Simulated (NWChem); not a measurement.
SiH$_{2}$I cation

```xyz
4

Si     0.0000     0.0000     1.7562
I      0.0000     0.0000    -0.5576
H      0.0000     1.2893     2.4830
H      0.0000    -1.2893     2.4830
```
Atoms are numbered in this order, from 1.

Structure relaxed at the PBE0/def2-SVP level. def2 effective core potentials on I; no spin-orbit coupling.

Symmetry labels are those of C2v in the frame above (b1 and b2, or b-type labels, depend on it).

Task: List the 6 lowest vertical singlet excitations and the 6 lowest triplet ones from CAM-B3LYP/def2-SVP with def2 effective core potentials on I, full TDDFT (NWChem).

Result: 
```
state  energy (eV)  oscillator strength  symmetry  leading excitation (squared amplitude)
-----  -----------  -------------------  --------  --------------------------------------
S1            3.27                0.000        a2                      HOMO → LUMO (1.00)
S2            4.63                0.097        a1                    HOMO−1 → LUMO (0.95)
S3            5.63                0.000        b1                    HOMO−2 → LUMO (0.99)
S4            5.71                0.010        b2                    HOMO → LUMO+1 (0.98)
S5            6.19                0.009        b1                  HOMO−1 → LUMO+1 (0.99)
S6            6.30                0.000        a2                    HOMO−3 → LUMO (1.00)
T1            3.04       spin-forbidden        a2                      HOMO → LUMO (0.99)
T2            3.10       spin-forbidden        a1                    HOMO−1 → LUMO (1.01)
T3            4.98       spin-forbidden        b1                    HOMO−2 → LUMO (0.83)
T4            5.03       spin-forbidden        b2                    HOMO → LUMO+1 (0.98)
T5            5.57       spin-forbidden        b1                  HOMO−1 → LUMO+1 (0.82)
T6            5.68       spin-forbidden        a2                    HOMO−3 → LUMO (0.99)
```
